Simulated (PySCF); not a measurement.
C6H14N (doublet state).
SMILES with atom numbers: `[CH3:1][CH2:2][C:3]([CH3:4])[C@@H:5]([CH3:6])[NH2:7]` (hydrogens: H8, H9, H10 on C1; H11, H12 on C2; H13, H14, H15 on C4; H16 on C5; H17, H18, H19 on C6; H20, H21 on N7)

Geometry (GFN2-xTB, Å), atoms numbered from 1 in this order:
```
atom  x, y, z in Å
C1     2.367   -0.389   -0.384
C2     1.068   -0.544   -1.200
C3    -0.093    0.127   -0.561
C4    -0.412    1.540   -0.878
C5    -0.870   -0.562    0.510
C6    -0.690    0.115    1.880
N7    -2.300   -0.503    0.179
H8     2.253   -0.842    0.598
H9     3.193   -0.876   -0.897
H10    2.607    0.663   -0.256
H11    0.870   -1.614   -1.313
H12    1.239   -0.121   -2.193
H13    0.210    2.235   -0.300
H14   -1.452    1.745   -0.636
H15   -0.235    1.755   -1.933
H16   -0.506   -1.604    0.593
H17    0.364    0.177    2.135
H18   -1.204   -0.456    2.650
H19   -1.111    1.114    1.847
H20   -2.467   -0.942   -0.720
H21   -2.840   -1.003    0.878
```

The hyperfine couplings belong to this conformer and change with its torsions.

The calculation used UKS B3LYP, pcH-1 on C H N, non-relativistic, mean-field spin-orbit, GIAO (PySCF 2.14.0). The structure is a single GFN2-xTB conformer in the gas phase; no vibrational or solvent corrections. The geometry wasn't refined by DFT: couplings that depend on bond lengths, twists or pyramidal angles can differ widely from those at the functional's own minimum. Stability of the SCF solution: not tested.

**Question.** Where do the isotropic ENDOR lines of N7, H13/H14/H15, H11, H12, H20/H21, H16, H17/H18/H19 and H8/H9/H10 fall at 339.0 mT, to first order?

**Answer.** For S = 1/2 in fast tumbling each set of equivalent nuclei gives two lines, ν± = |νn ± a/2| to first order, with νn = g_N μN B/h and μN/h = 7.62259 MHz/T.

| nuclei | isotope | g_N | νn (MHz) | a_iso (MHz) | lower line (MHz) | upper line (MHz) |
| --- | --- | --- | --- | --- | --- | --- |
| N7 | 14N | 0.4038 | 1.04 | 20.02 | 8.96 | 11.05 |
| H13/H14/H15 | 1H | 5.5857 | 14.43 | 70.75 | 20.94 | 49.81 |
| H11 | 1H | 5.5857 | 14.43 | 40.59 | 5.86 | 34.73 |
| H12 | 1H | 5.5857 | 14.43 | 25.89 | 1.49 | 27.38 |
| H20/H21 | 1H | 5.5857 | 14.43 | 4.27 | 12.30 | 16.57 |
| H16 | 1H | 5.5857 | 14.43 | 4.06 | 12.40 | 16.46 |
| H17/H18/H19 | 1H | 5.5857 | 14.43 | 3.69 | 12.59 | 16.28 |
| H8/H9/H10 | 1H | 5.5857 | 14.43 | 1.32 | 13.78 | 15.09 |

**Question.** Which pairs are centred on the nuclear Larmor frequency, and which on half the coupling?

**Answer.** Centred on νn, since |a| < 2νn: H12, H20/H21, H16, H17/H18/H19 and H8/H9/H10. Centred on |a|/2 and split by 2νn: N7, H13/H14/H15 and H11.

Class means assume fast exchange of nuclei equivalent by connectivity; if that motion is slow, each nucleus keeps its own coupling. The three 1H nuclei of mean +70.8 MHz run from 29.3 to 139.9 MHz in the frozen geometry. The three 1H nuclei of mean +3.7 MHz run from -2.9 to 14.4 MHz in the frozen geometry. The 1H value of +4.3 MHz is a mean of couplings from -2.7 to 11.3 MHz in this one geometry, not an average over conformers.

The largest Mulliken spin populations are on C3 (+0.99), C4 (-0.08), C2 (-0.08) and C5 (-0.07). C3 is the only atom above +0.15. The angles at C3 add up to 359.7°, so it is planar.

Hardware: Arm Neoverse V1, one thread, shared host with 32 logical CPUs at a one-minute load of 13. Cost: 89 s of wall time (with the writing of density and orbital grids), 0.98 GiB resident at most.
